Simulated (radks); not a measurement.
The numbers below are computed, except where a source is named.
Numerical settings for the lanthanum ion La3+, [Xe]. Level of theory: Dirac Kohn-Sham, PBE, spin-unpolarised, spherical densities, finite nucleus; Fermi nuclear charge, rms radius 4.855 fm (a radial shooting solver on a logarithmic mesh with Libxc functionals). The defaults (mesh step 0.008 in ln r, mesh end at 40 bohr or more with all orbitals vanishing there, Anderson mixing 0.5 over 9 steps, residual threshold near 1e-9 with the energy settled to 1e-9 hartree or 1e-11 of itself, here a cap of 66 iterations) give E = -8495.8166 hartree and 5p3/2 at -43.914 eV in 14 iterations. Run on one thread of a shared host, so times are rough (Intel(R) Xeon(R) 6975P-C): 0.09 s of CPU time, 0.09 s wall, 14 iterations on 2213 mesh points. Changes against that run (0 stands for a change within the tolerance of the run):

\begin{tabular}{lrrrrr}
setting & iterations & converged & E (mhartree) & e(5p3/2) (meV) & CPU (s) \\ \hline
mesh step in ln r 0.02 & 14 & yes & +0.000619 & 0 & 0.04 \\
mesh step in ln r 0.12 & 2 & no & diverged & - & 0.01 \\
mesh step in ln r 0.2 & 11 & no & diverged & - & 0.03 \\
mesh end (bohr) 12 & 14 & yes & 0 & 0 & 0.09 \\
mesh end (bohr) 5 & 14 & yes & +3.33 & +81.6 & 0.09 \\
residual threshold 1e-16 & 66 & no & 0 & 0 & 0.23 \\
residual threshold 0.001 & 8 & yes & 0 & -1.62 & 0.07 \\
mixing 1 & 13 & yes & 0 & 0 & 0.09 \\
linear mixing, mixing 0.05 & 66 & no & +0.191 & -373 & 0.4 \\
linear mixing, mixing 0.2 & 66 & no & 0 & 0 & 0.33 \\
mixing history 2 & 18 & yes & 0 & 0 & 0.11 \\
iteration cap 8 & 8 & no & 0 & -0.459 & 0.06 \\
\end{tabular}

Settings that end as converged yet miss the energy by more than 1 mhartree: mesh end (bohr) 5 (+0.00333 hartree). A mesh that ends early acts as a hard wall.
